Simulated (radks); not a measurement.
Ionisation of the mercury ion Hg77+, [He] 2s1, to [He] as the strength of local exchange is varied. Calculated with a radial shooting solver on a logarithmic mesh with Libxc functionals: Dirac Kohn-Sham, Slater X-alpha exchange (alpha = 2/3 is LDA exchange), no correlation, spin-unpolarised, spherical densities, finite nucleus; Fermi nuclear charge, rms radius 5.4648 fm.

alpha  E(Hg77+) (hartree)  exchange (hartree)  IE (eV)  -e of the level emptied (eV)  <r> of it (bohr)
0.557          -7850.7281            -48.2332    23518                 23358 (2s1/2)           0.06631
0.561          -7851.0745            -48.5809    23519                 23360 (2s1/2)           0.06630
0.667          -7860.2573            -57.8045    23553                 23399 (2s1/2)           0.06624
0.766          -7868.8400            -66.4316    23585                 23436 (2s1/2)           0.06618
0.817          -7873.2638            -70.8807    23601                 23454 (2s1/2)           0.06615

NIST Atomic Spectra Database: 23544.1 eV (theoretical). The Delta-SCF value meets it near alpha = 0.64. Spin polarisation and multiplet splitting are left out, so open shells lie too high by an amount that depends on their filling.

Beside tabulated values, note that spin-unpolarised runs miss the spin-polarisation part of the exchange energy of open shells.
